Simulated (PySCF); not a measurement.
# Ionisation energy of Pb(49+) by level of theory

Pb(49+) [Ar] 3d10 4s2 4p3 (4S) → Pb(50+) [Ar] 3d10 4s2 4p2 (3P), as a difference of total energies. All numbers are calculated (PySCF 2.14, the spin-free X2C one-electron Hamiltonian (Gaussian nucleus), in an uncontracted even-tempered set (18 s from 6.4 bohr⁻², ratio 2.5; 14 p from 8.3 bohr⁻², ratio 2.5; 8 d from 15 bohr⁻², ratio 2.5; 4 f from 40 bohr⁻², ratio 2.7; 4 g from 60 bohr⁻², ratio 2.7)). Correlated levels: outer shells: [Ne] frozen; virtual orbitals above 40 to 60 times the deepest correlated orbital energy dropped. The calculations carry no spin-orbit coupling.

```
                method  ionisation energy (eV)
                   UHF                  2792.6
    MP2 (outer shells)                  2793.9
SCS-MP2 (outer shells)                  2793.5
   CCSD (outer shells)                  2793.8
CCSD(T) (outer shells)                  2793.8
```

Spin-orbit coupling is strong in these open shells (close to jj coupling). The scalar numbers leave it out and a first-order estimate fails, so it can dominate the gap to the real levels.

Breit and QED terms and the two-electron picture change are absent.

For comparison: 2735 ± 4 eV (theoretical estimate listed by NIST; NIST Atomic Spectra Database, ionization energies).
